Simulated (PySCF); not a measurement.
Simulated C 1s region for heptane (`CCCCCCC`), binding energy against the vacuum level.

Every computed line was given a Gaussian of 0.6 eV full width at half maximum and an area set by the number of equivalent atoms; the highest printed point is 100. Method used: delta-SCF UKS SCAN, pcX-2 on the ionised atom, pcseg-1 elsewhere, spin-free X2C (PySCF 2.14.0).

binding energy (eV), intensity and a bar:
```
    289.4          0 
    289.5          1 
    289.6          2 #
    289.7          6 ##
    289.8         14 ####
    289.9         27 ########
    290.0         46 ##############
    290.1         68 ####################
    290.2         88 ###########################
    290.3        100 ##############################
    290.4         99 ##############################
    290.5         86 ##########################
    290.6         65 ###################
    290.7         42 #############
    290.8         24 #######
    290.9         12 ####
    291.0          5 ##
    291.1          2 #
    291.2          1 
    291.3          0
```

Question: Count the maxima, the lines and the sites behind this envelope.

Answer: The curve has 1 maximum (at 290.3 eV). Under it lie 4 lines from 4 inequivalent carbon sites. At this width some lines have no maximum of their own.

Question: Decompose the envelope and assign each component. Numbering: `[CH3:1][CH2:2][CH2:3][CH2:4][CH2:5][CH2:6][CH3:7]`.

Answer: 
```tsv
position (eV)	relative area	line	atoms	environment
290.23	1	C 1s	C4	chain CH2 carbon
290.25	2	C 1s	C3/C5	chain CH2 carbon
290.38	2	C 1s	C2/C6	chain CH2 carbon
290.45	2	C 1s	C1/C7	methyl carbon
```

Question: What are the centre and the root-mean-square width of the whole band?

Answer: The area-weighted mean of the lines is 290.34 eV. Their own spread about it is 0.09 eV (rms) and each Gaussian has σ = 0.6/2.355 = 0.25 eV; the variances add, which gives 0.27 eV.

The 4 C 1s values lie within 0.22 eV of each other; Gaussian lines of 0.5 eV full width would blend them into one maximum.

Shake-up satellites, vibrational structure and lifetime widths aren't simulated. The first atom of each set that the bonding makes equivalent was ionised and stands for the set. Isolated species at its PBE0-D3(BJ)/def2-SVP geometry (one conformer only).

Hardware: Arm Neoverse V1, one thread, on a shared host. Cost: 68 s.

Shape of the structure used: `[CH3:1][CH2:2][CH2:3][CH2:4][CH2:5][CH2:6][CH3:7]`: C1–C2–C3–C4 180°, C2–C3–C4–C5 180°, C3–C4–C5–C6 180°, C4–C5–C6–C7 180°.
